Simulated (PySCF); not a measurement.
Mo(OH)2 (H2MoO2), SMILES [OH][Mo][OH] (connectivity only; charge and spin as stated), neutral, multiplicity 3. The structure is a stationary point at PBE-D3(BJ)/def2-TZVP. The multiplicity is an assumed one; other spin states were not compared. The def2 effective core potentials stand for the cores of Mo; spin–orbit coupling is left out. The values are those of a single conformer.

Method: PBE-D3(BJ)/def2-TZVP in PySCF.

Harmonic wavenumbers (cm⁻¹): 111, 448, 459, 509, 522, 741, 765, 3761, 3766. Rotational constants (GHz): 100.9, 4.370, 4.189; symmetry number 2.

### Question
Work out the zero-point energy and the ideal-gas rigid-rotor harmonic-oscillator thermochemistry at 298.15 K and 1 atm.

### Answer
ZPE = ½ Σ hcν = ½ × 11082 cm⁻¹ = 15.84 kcal/mol. H − E(el) = 19.37 kcal/mol. Entropy in cal/(mol K): translation 40.50, rotation 21.30, vibration 6.57, spin 2.18, total 70.55. G − E(el) = -1.66 kcal/mol. Cp = 16.49 cal/(mol K). Modes under 150 cm⁻¹ make the vibrational entropy uncertain.
